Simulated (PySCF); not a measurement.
C₄H₁₃GeN, SMILES C[N](C)[GeH]([CH3])[CH3], singlet, GFN2-xTB optimised geometry.

```
19

Ge    -0.81    -1.16     0.00
C     -1.65     0.65     0.00
C     -1.41    -2.22    -1.55
N      1.03    -1.16     0.00
C      1.72    -0.70     1.18
C      1.74    -0.79    -1.20
H     -1.13    -1.86     1.31
H     -1.40     1.18    -0.91
H     -1.32     1.24     0.85
H     -2.74     0.57     0.05
H     -2.45    -2.52    -1.43
H     -0.81    -3.12    -1.66
H     -1.34    -1.65    -2.48
H      1.84     0.39     1.21
H      2.71    -1.15     1.23
H      1.16    -1.01     2.07
H      1.20    -1.16    -2.07
H      1.86     0.30    -1.30
H      2.74    -1.24    -1.20
```

Density from CAM-B3LYP/def2-SVP run with PySCF at that geometry.

Minimum of the electron density along straight lines between bonded atoms, close to the bond critical point (lines longer than 1.1 times the sum of covalent radii, or with two minima, are not listed):

| bond | length / Å | ρ at the minimum / e bohr⁻³ | ∇²ρ there / e bohr⁻⁵ | position (fraction from the first atom) |
|---|---|---|---|---|
| Ge1–C2 | 1.995 | 0.121 | 0.04 | 0.47 |
| Ge1–C3 | 1.976 | 0.125 | 0.04 | 0.47 |
| Ge1–N4 | 1.845 | 0.137 | 0.40 | 0.46 |
| N4–C5 | 1.445 | 0.275 | -0.79 | 0.60 |
| N4–C6 | 1.445 | 0.276 | -0.79 | 0.60 |
| Ge1–H7 | 1.516 | 0.138 | 0.07 | 0.59 |
| C2–H8 | 1.087 | 0.272 | -0.99 | 0.63 |
| C2–H9 | 1.086 | 0.273 | -0.99 | 0.63 |
| C2–H10 | 1.085 | 0.273 | -0.99 | 0.63 |
| C3–H11 | 1.086 | 0.273 | -0.99 | 0.63 |
| C3–H12 | 1.086 | 0.274 | -1.00 | 0.63 |
| C3–H13 | 1.087 | 0.273 | -0.99 | 0.63 |
| C5–H14 | 1.099 | 0.274 | -1.00 | 0.63 |
| C5–H15 | 1.094 | 0.277 | -1.03 | 0.63 |
| C5–H16 | 1.089 | 0.280 | -1.06 | 0.63 |
| C6–H17 | 1.088 | 0.280 | -1.06 | 0.63 |
| C6–H18 | 1.099 | 0.274 | -1.00 | 0.63 |
| C6–H19 | 1.094 | 0.277 | -1.03 | 0.63 |
